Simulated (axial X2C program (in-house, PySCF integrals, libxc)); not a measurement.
Potential curves of SnF, two-component

All values were computed with an in-house all-electron X2C program for linear molecules (integrals from PySCF). Two-component (2c) means X2C with spin–orbit coupling and atomic mean-field two-electron Coulomb and Gaunt terms. Basis: Sn dyall-cv3z [11s12p9d4f1g], F dyall-av3z [7s6p3d2f] (cores contracted in-house); Gaussian nuclei, density fitting, unrestricted open shells. Masses: Sn 119.902 u, F 18.998 u.

State: Ω = 1/2 (⟨Sz⟩ = -0.50, ⟨Lz⟩ = 1.00 at HF). Energies in eV from the lowest point of each curve. Fits are polynomials in 1 − R0/R over 0.85 to 1.23 times the lowest point R0.

```tsv
R (Å)	CCSD	CCSD(T)
1.7791	0.3893	0.4012
1.8377	0.1473	0.1547
1.8963	0.0278	0.0314
1.9550	0.0000	0.0000
2.0234	0.0524	0.0481
2.0918	0.1695	0.1608
2.1798	0.3827	0.3683
```

Correlated methods: 21 electrons correlated (number of frozen shells: Sn 4 s, 3 p, 1 d; F 1 s), 257 virtual spin orbitals or spinors in MP2, 110 natural virtuals in coupled cluster.

Occupations by symmetry block were frozen at the best pattern of an incomplete PBE0 search. Coupled cluster ran in a truncated set of natural virtual spinors; the MP2 energy of the rest was added. (T) has no such correction and the atoms are truncated less, which lowers De at CCSD(T) by a hundredth of an eV or more. Coupled cluster ran on the points near the minimum only. MP2 and coupled cluster on one determinant become unreliable at the stretched end.

Task: What are Re and ωe at the CCSD level?

Result: At CCSD, 2c: Re = 1.947 Å, ωe ≈ 584 cm⁻¹; Be follows as 0.271 cm⁻¹.

Task: What are Re and ωe at the CCSD(T) level?

Result: At CCSD(T), 2c: Re = 1.950 Å, ωe ≈ 579 cm⁻¹; Be follows as 0.27 cm⁻¹.
